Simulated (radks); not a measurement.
Results of a calculation; reference values are marked as such.
Effect of the nuclear size on the gold ion Au3+, [Xe] 4f14 5d8. Code: a radial shooting solver on a logarithmic mesh with Libxc functionals. Model: Dirac Kohn-Sham, exchange-only LDA, spin-unpolarised, spherical densities, finite nucleus; open shells are shared between the two j in proportion to 2j + 1; Fermi nuclear charge, rms radius 5.4371 fm. The rms radius is varied about that value; shifts are against it.

| rms radius (fm) | total energy shift (eV) | density at nucleus (e/bohr^3) | 1s1/2 shift (meV) | 2s1/2 shift (meV) | 5s1/2 shift (meV) | 5p1/2 shift (meV) | 5d5/2 shift (meV) | 6s1/2 (empty) shift (meV) | 6p1/2 (empty) shift (meV) |
|---|---|---|---|---|---|---|---|---|---|
| 4.453 | -32.3 | 2.312e+06 | -12900 | -1910 | -22.2 | -0.424 | 0.290 | -3.37 | -0.145 |
| 5.1761 | -8.94 | 2.177e+06 | -3590 | -529 | -6.13 | -0.118 | 0.080 | -0.933 | -0.040 |
| 5.4371 | 0 | 2.134e+06 | 0.000 | 0.000 | 0.000 | 0.000 | 0.000 | 0.000 | 0.000 |
| 5.8123 | 13.3 | 2.078e+06 | 5340 | 788 | 9.13 | 0.176 | -0.120 | 1.39 | 0.060 |
| 6.1711 | 26.5 | 2.029e+06 | 10600 | 1570 | 18.2 | 0.352 | -0.239 | 2.77 | 0.119 |

Slopes of the eigenvalues against <r^2> in GHz/fm^2, as finite differences over the two radii next to the reference (eigenvalue slopes, not the field-shift constants of lines): 1s1/2 309000, 2s1/2 45600, 5s1/2 528, 5p1/2 10.2, 5d5/2 -6.92, 6s1/2 (empty) 80.3, 6p1/2 (empty) 3.46.
